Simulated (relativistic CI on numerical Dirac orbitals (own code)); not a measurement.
# d2 in a ligand field

Computed with a parametric ligand-field model of a d^n configuration (Racah B and C, spin-orbit zeta, crystal field), exact diagonalisation.

Field parameters in Wybourne normalisation: Td as Oh with Dq negative (B⁴₀ = 21Dq, B⁴₄ = √(5/14) B⁴₀). The field is a parameter set, without covalency.

B = 1080 cm⁻¹, C = 4290 cm⁻¹ (C/B = 3.97), Td, no spin-orbit coupling. Tanabe-Sugano data, E/B above the lowest term (Δ = |10Dq|; b, c mark the second and third term of a kind):

| Δ/B | 3A2 | 3T2 | 3T1 | 1E | 1T2 | 1A1 |
| --- | --- | --- | --- | --- | --- | --- |
| 1.0 | 0.00 | 1.00 | 1.79 | 13.67 | 14.34 | 20.71 |
| 2.8 | 0.00 | 2.80 | 4.94 | 14.46 | 16.69 | 21.94 |
| 4.6 | 0.00 | 4.60 | 8.01 | 14.88 | 18.89 | 23.00 |
| 6.4 | 0.00 | 6.40 | 10.96 | 15.12 | 20.97 | 23.89 |
| 8.2 | 0.00 | 8.20 | 13.79 | 15.28 | 22.99 | 24.66 |
| 10.0 | 0.00 | 10.00 | 16.48 | 15.39 | 24.94 | 25.31 |
| 11.8 | 0.00 | 11.80 | 19.03 | 15.47 | 26.86 | 25.87 |
| 13.6 | 0.00 | 13.60 | 21.48 | 15.53 | 28.77 | 26.36 |
| 15.4 | 0.00 | 15.40 | 23.80 | 15.57 | 30.64 | 26.78 |
| 17.2 | 0.00 | 17.20 | 26.04 | 15.61 | 32.51 | 27.15 |
| 19.0 | 0.00 | 19.00 | 28.19 | 15.64 | 34.36 | 27.47 |
| 20.8 | 0.00 | 20.80 | 30.28 | 15.66 | 36.20 | 27.75 |

The ground term stays 3A2.
